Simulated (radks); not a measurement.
Species: Gd+. Configuration: [Xe] 4f7 5d1 6s1. Calculated with a radial shooting solver on a logarithmic mesh with Libxc functionals: scalar-relativistic Kohn-Sham, LDA (Slater exchange, Perdew-Zunger correlation), spin-unpolarised, spherical densities, point nucleus.

Normalised radial functions P(r) = r R(r), r in bohr:

r              4p
0.002652   0.0138
0.004217   0.0303
0.006654   0.0645
0.0105     0.1326
0.01656    0.2545
0.02613    0.4331
0.04123    0.5897
0.06505    0.4863
0.1035    -0.1415
0.1632    -0.8450
0.2575    -0.3646
0.4063     1.1360
0.6411     1.3883
1.011      0.4872
1.596      0.0486
2.538      0.0008
4.005      0.0000
6.318      0.0000
9.968      0.0000

4p: eigenvalue -282.23 eV, 2 radial nodes at r = 0.0955, 0.289 bohr, <r> = 0.585 bohr, 90 % of the charge inside 0.852 bohr.
